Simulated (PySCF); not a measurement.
Computed IR spectrum (relative IR intensity) of a molecule C4H5BF2. The structure is a stationary point at PBE-D3(BJ)/def2-SVP. One conformer was computed; it need not be the lowest. Computed with PBE-D3(BJ)/def2-SVP in PySCF 2.14.0. No scaling factor is applied to the harmonic values.

| ν (cm⁻¹) | relative intensity |
|---|---|
| 323 | 2.5 |
| 572 | 2.3 |
| 638 | 2.1 |
| 828 | 3.3 |
| 880 | 5.7 |
| 932 | 8.8 |
| 937 | 34 |
| 965 | 6.3 |
| 1029 | 7.1 |
| 1099 | 2.5 |
| 1123 | 19 |
| 1301 | 6.7 |
| 1371 | 5.2 |
| 1376 | 3.7 |
| 1441 | 100 |
| 1687 | 22 |
| 2942 | 5.8 |
| 2969 | 3.1 |
| 3032 | 3.6 |
| 3053 | 4.0 |

Problem. Which molecule gave these data?
A) C[C@@H]1B(F)C=C1F
B) C=C1C[C@@H](F)B1F
C) FB1C=C[C@@H](F)C1
D) C#C[C@H](F)B(C)F

Solution. B, C=C1C[C@@H](F)B1F
